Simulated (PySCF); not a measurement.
# Correlation energy of O³⁺ (oxygen, charge +3)

[He] 2s2 2p1, 2P determinant. Computed with PySCF 2.14 in aug-cc-pVQZ (6s5p4d3f2g, 80 functions), with the non-relativistic Hamiltonian (point nucleus). Frozen: 1s2; 3 electrons correlated.

| level | correlation energy (mhartree) |
| --- | --- |
| CCSD | -95.19 |
| (T) | -1.08 |
| CCSD(T) | -96.27 |

Diagnostics: T1 = 0.0057, D1 = 0.0107, largest double amplitude 0.135.

Cost of the coupled-cluster step: of the order of 18 core-seconds, for 3 correlated electrons.
